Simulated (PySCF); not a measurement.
Vertical excitations of a molecule CH₅FOSi₂ from PySCF 2.14.0 with TDA-B3LYP/def2-SVPD, as energy in eV (oscillator strength): 5.69 (0.019), 5.86 (0.018), 6.21 (0.011), 6.32 (0.045), 6.36 (0.019), 6.64 (0.044), 6.81 (0.007), 7.06 (0.156), 7.21 (0.013), 7.28 (0.001). Lowest triplet (TDA): 5.11 eV. Coordinates come from a PBE-D3(BJ)/def2-SVP optimisation. The values are those of a single conformer.

Question: Which molecule gave these data?
A) O=C([SiH3])[SiH2]F
B) F[Si@H]1CO[SiH2]1
C) O=C[Si@H](F)[SiH3]
D) FC1[SiH2]O[SiH2]1

Answer: B, F[Si@H]1CO[SiH2]1
